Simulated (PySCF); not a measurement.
Potential energy of GeH⁺ along the bond

Set-up: PySCF, no relativity, basis sets Ge pcseg-2, H pcseg-2. Energies in eV from Ge⁺ + H in their ground configurations at the same level. All curves are PBE0. state 1: ¹Σ⁺ (singlet), closed shell; state 2: ³Π (triplet), unpaired electrons σ ↑, π ↑, a second solution, started from another occupation.

```csv
R (Å),state 1,state 2
1.367,-2.501,-0.2788
1.430,-2.772,-0.5300
1.494,-2.928,-0.6853
1.541,-2.986,-0.7550
1.589,-3.004,-0.7950
1.637,-2.988,-0.8125
1.700,-2.925,-0.8110
1.780,-2.795,-0.7842
1.875,-2.586,-0.7343
2.002,-2.252,-0.6599
```

Task: Put a parabola through the three lowest points of the state 1 curve and estimate Re, k and ωe (reduced mass 0.9943 u; 1 eV/Å² = 0.16022 mdyn/Å; ωe = 1302.8·√(k/μ) cm⁻¹).

Result: Through R = 1.541, 1.589, 1.637 Å the second-order coefficient is 7.38 eV/Å², so Re ≈ 1.590 Å, k ≈ 2.36 mdyn/Å and ωe ≈ 2009 cm⁻¹. A polynomial fit of higher order to the unrounded PBE0 energies gives Re = 1.588 Å, k = 2.36 mdyn/Å, ωe = 2006 cm⁻¹; anharmonicity and rounding make the difference.

The higher-order fit for each curve: state 1: Re = 1.588 Å, ωe = 2006 cm⁻¹, De = 3.00 eV; state 2: Re = 1.663 Å, ωe = 1277 cm⁻¹, minimum 0.81 eV below the ground-state fragments.

For an ion De counts to the pair picked by the measured ionisation energies or electron affinities, which need not be the lowest pair at this level.
